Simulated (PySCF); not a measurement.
**Magnetic susceptibility: `C[SiH](C)[SiH2]O`, C2H10OSi2**

Molfile (atoms numbered from 1):
```
C2H10OSi2
     RDKit          3D

 15 14  0  0  0  0  0  0  0  0999 V2000
    1.5521   -1.0385   -0.9843 C   0  0  0  0  0  0  0  0  0  0  0  0
    0.3879    0.4142   -0.6893 Si  0  0  0  0  0  4  0  0  0  0  0  0
    1.0917    1.5945    0.6006 C   0  0  0  0  0  0  0  0  0  0  0  0
   -1.6620   -0.4069    0.0831 Si  0  0  0  0  0  4  0  0  0  0  0  0
   -1.2681   -1.2011    1.5108 O   0  0  0  0  0  0  0  0  0  0  0  0
    1.1509   -1.7191   -1.7508 H   0  0  0  0  0  0  0  0  0  0  0  0
    2.5433   -0.6928   -1.3175 H   0  0  0  0  0  0  0  0  0  0  0  0
    1.6789   -1.6111   -0.0524 H   0  0  0  0  0  0  0  0  0  0  0  0
    0.1568    1.1499   -1.9773 H   0  0  0  0  0  0  0  0  0  0  0  0
    1.2096    1.0705    1.5619 H   0  0  0  0  0  0  0  0  0  0  0  0
    0.4214    2.4528    0.7604 H   0  0  0  0  0  0  0  0  0  0  0  0
    2.0760    1.9804    0.2922 H   0  0  0  0  0  0  0  0  0  0  0  0
   -2.3107   -1.3488   -0.8924 H   0  0  0  0  0  0  0  0  0  0  0  0
   -2.6616    0.6868    0.3362 H   0  0  0  0  0  0  0  0  0  0  0  0
   -1.9941   -1.6139    1.9875 H   0  0  0  0  0  0  0  0  0  0  0  0
  1  2  1  0
  2  3  1  0
  2  4  1  0
  4  5  1  0
  1  6  1  0
  1  7  1  0
  1  8  1  0
  2  9  1  0
  3 10  1  0
  3 11  1  0
  3 12  1  0
  4 13  1  0
  4 14  1  0
  5 15  1  0
M  END
```

Level of theory: GIAO B3LYP/6-31G magnetisability, rotational g tensor and spin-rotation constants, non-relativistic, gas phase (PySCF 2.14.0). Geometry: PBE0-D3(BJ)/def2-SVP.

Question: How diamagnetic is it, and how anisotropic?

Answer: Isotropic -1281 × 10⁻³⁰ J/T², or -77.1 × 10⁻⁶ cm³/mol; principal values -1375, -1240, -1228 × 10⁻³⁰ J/T², anisotropy 141 × 10⁻³⁰ J/T² (root of half the summed squared differences of the principal values). The susceptibility is in cgs units.

Question: Split it along the inertial axes a, b, c into diamagnetic and paramagnetic parts about the centre of mass, with the quadrupole moment.

Answer: 
```tsv
axis	χ (10⁻⁶ cm³/mol)	diamagnetic (10⁻⁶ cm³/mol)	paramagnetic (10⁻⁶ cm³/mol)	summed x² of all electrons (Å²)	quadrupole Θ (D Å)
a	-74.3	-451.6	377.3	140.2	+8.12
b	-74.7	-774.1	699.5	64.1	-2.30
c	-82.5	-866.8	784.3	42.3	-5.82
```
Anisotropies 2χaa − χbb − χcc = +8.6 and 2χbb − χaa − χcc = +7.5 × 10⁻⁶ cm³/mol. Θ is traceless in Buckingham's convention.

Question: And the rotational g tensor?

Answer: 
```
axis  rotational constant (GHz)        g  nuclear part  electronic part
   a                     3.7889  -0.0251        0.6465          -0.6716
   b                     1.8254  -0.0065        0.5934          -0.5999
   c                     1.6316  +0.0018        0.6030          -0.6012
```
Asymmetric top; isotopes 12C, 1H, 16O, 28Si; no vibrational averaging.
